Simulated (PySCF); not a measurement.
Basis and Hamiltonian dependence of the ionisation energy of V⁺

V⁺ [Ar] 3d4 (5D) → V²⁺ [Ar] 3d3 (4F). Calculated with PySCF 2.14 from differences of total energies of unrestricted determinants, without spin-orbit coupling. Values in eV.

```json
{"basis": "def2-SVP", "Hamiltonian": "non-relativistic", "functions": "31", "UHF": "13.074", "r2SCAN": "n/a", "PBE0": "n/a", "MP2 (valence)": "13.633", "CCSD(T) (valence)": "n/a", "CCSD(T) (valence and next inner shell)": "n/a"}
{"basis": "6-31G*", "Hamiltonian": "non-relativistic", "functions": "34", "UHF": "n/a", "r2SCAN": "13.977", "PBE0": "n/a", "MP2 (valence)": "n/a", "CCSD(T) (valence)": "n/a", "CCSD(T) (valence and next inner shell)": "n/a"}
{"basis": "cc-pVDZ-DK", "Hamiltonian": "spin-free X2C", "functions": "43", "UHF": "13.208", "r2SCAN": "n/a", "PBE0": "n/a", "MP2 (valence)": "13.896", "CCSD(T) (valence)": "n/a", "CCSD(T) (valence and next inner shell)": "n/a"}
{"basis": "cc-pVDZ", "Hamiltonian": "non-relativistic", "functions": "43", "UHF": "13.317", "r2SCAN": "n/a", "PBE0": "n/a", "MP2 (valence)": "14.000", "CCSD(T) (valence)": "n/a", "CCSD(T) (valence and next inner shell)": "n/a"}
{"basis": "def2-TZVP", "Hamiltonian": "non-relativistic", "functions": "45", "UHF": "13.319", "r2SCAN": "n/a", "PBE0": "n/a", "MP2 (valence)": "13.961", "CCSD(T) (valence)": "n/a", "CCSD(T) (valence and next inner shell)": "n/a"}
{"basis": "x2c-TZVPall", "Hamiltonian": "spin-free X2C", "functions": "48", "UHF": "13.207", "r2SCAN": "14.843", "PBE0": "14.982", "MP2 (valence)": "13.854", "CCSD(T) (valence)": "n/a", "CCSD(T) (valence and next inner shell)": "n/a"}
{"basis": "aug-cc-pVDZ-DK", "Hamiltonian": "spin-free X2C", "functions": "59", "UHF": "13.204", "r2SCAN": "14.815", "PBE0": "14.982", "MP2 (valence)": "13.894", "CCSD(T) (valence)": "14.004", "CCSD(T) (valence and next inner shell)": "n/a"}
{"basis": "x2c-TZVPPall", "Hamiltonian": "spin-free X2C", "functions": "64", "UHF": "13.177", "r2SCAN": "n/a", "PBE0": "14.980", "MP2 (valence)": "13.923", "CCSD(T) (valence)": "14.026", "CCSD(T) (valence and next inner shell)": "14.484"}
{"basis": "aug-cc-pVTZ", "Hamiltonian": "non-relativistic", "functions": "93", "UHF": "13.280", "r2SCAN": "n/a", "PBE0": "15.087", "MP2 (valence)": "14.035", "CCSD(T) (valence)": "14.135", "CCSD(T) (valence and next inner shell)": "n/a"}
{"basis": "def2-QZVPPD", "Hamiltonian": "non-relativistic", "functions": "93", "UHF": "13.265", "r2SCAN": "n/a", "PBE0": "15.086", "MP2 (valence)": "14.040", "CCSD(T) (valence)": "14.139", "CCSD(T) (valence and next inner shell)": "14.625"}
{"basis": "dyall-av2z", "Hamiltonian": "non-relativistic", "functions": "101", "UHF": "13.280", "r2SCAN": "n/a", "PBE0": "15.079", "MP2 (valence)": "13.981", "CCSD(T) (valence)": "14.084", "CCSD(T) (valence and next inner shell)": "n/a"}
{"basis": "x2c-QZVPPall with one added diffuse shell each of s, p, d, f, g type", "Hamiltonian": "spin-free X2C", "functions": "121", "UHF": "13.158", "r2SCAN": "n/a", "PBE0": "14.987", "MP2 (valence)": "13.937", "CCSD(T) (valence)": "n/a", "CCSD(T) (valence and next inner shell)": "n/a"}
{"basis": "aug-cc-pwCVTZ", "Hamiltonian": "non-relativistic", "functions": "127", "UHF": "13.271", "r2SCAN": "n/a", "PBE0": "15.086", "MP2 (valence)": "14.056", "CCSD(T) (valence)": "n/a", "CCSD(T) (valence and next inner shell)": "14.640"}
{"basis": "aug-cc-pwCVQZ", "Hamiltonian": "non-relativistic", "functions": "185", "UHF": "13.266", "r2SCAN": "n/a", "PBE0": "n/a", "MP2 (valence)": "n/a", "CCSD(T) (valence)": "n/a", "CCSD(T) (valence and next inner shell)": "n/a"}
```

Frozen in the all-electron rows: valence: [Ar]; valence and next inner shell: [Ne].

Non-relativistic rows lack the scalar-relativistic shift.

Between the lowest levels the reference is 14.634 ± 0.007 eV (measured; NIST Atomic Spectra Database, ionization energies); it includes spin-orbit coupling, which these numbers lack.
